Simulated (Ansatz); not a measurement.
```yaml
crystal:
  periodic: [false, false, false]
  atoms:
    - {symbol: C, position_ang: [0.221439, -1.865042, -0.870824]}
    - {symbol: O, position_ang: [-0.404392, -0.601909, -0.906883]}
    - {symbol: B, position_ang: [0.286225, 0.553040, -0.687569]}
    - {symbol: C, position_ang: [1.833533, 0.533660, -0.397431]}
    - {symbol: C, position_ang: [-0.547560, 1.880927, -0.748320]}
    - {symbol: P, position_ang: [-1.189993, -0.471963, 2.318181]}
    - {symbol: H, position_ang: [1.025198, -1.935825, -1.609227]}
    - {symbol: H, position_ang: [-0.533098, -2.618159, -1.100546]}
    - {symbol: H, position_ang: [0.637298, -2.072092, 0.120040]}
    - {symbol: H, position_ang: [2.256185, 1.533511, -0.288836]}
    - {symbol: H, position_ang: [2.039505, -0.017282, 0.527721]}
    - {symbol: H, position_ang: [2.389678, 0.016274, -1.187194]}
    - {symbol: H, position_ang: [-1.613137, 1.716057, -0.917245]}
    - {symbol: H, position_ang: [-0.167142, 2.527270, -1.547882]}
    - {symbol: H, position_ang: [-0.421645, 2.455352, 0.176022]}
    - {symbol: H, position_ang: [-2.097854, 0.489238, 1.806821]}
    - {symbol: H, position_ang: [-1.836606, -0.544187, 3.580806]}
    - {symbol: H, position_ang: [-1.915332, -1.567471, 1.784269]}
basis:
  gaussian: {orbitals: ANO-RCC-VTZP}
hamiltonian: {xc: {name: wB97M-V}, dispersion: d2}
```

```sh
$ ansatz run in.yaml --threads 4 --pin off --events-out ev --progress --plain --max-ram 11315MiB
```

Q: How does Ansatz answer? (Best estimate.)

A: Ansatz gave: The program refused the input.
```
Error: YAML parse error: error: line 24 column 48: hamiltonian.dispersion: `d2` is not `none`, `rvv10`, `d3bj`, `d3bjatm`, `d4` or a map `{method: …, s8: …, a1: …, a2_bohr: …}` (numbers without units, a2 in bohr) or `{method: …, functional: …}`
22 | basis:
23 |   gaussian: {orbitals: ANO-RCC-VTZP}
24 | hamiltonian: {xc: {name: wB97M-V}, dispersion: d2}
```
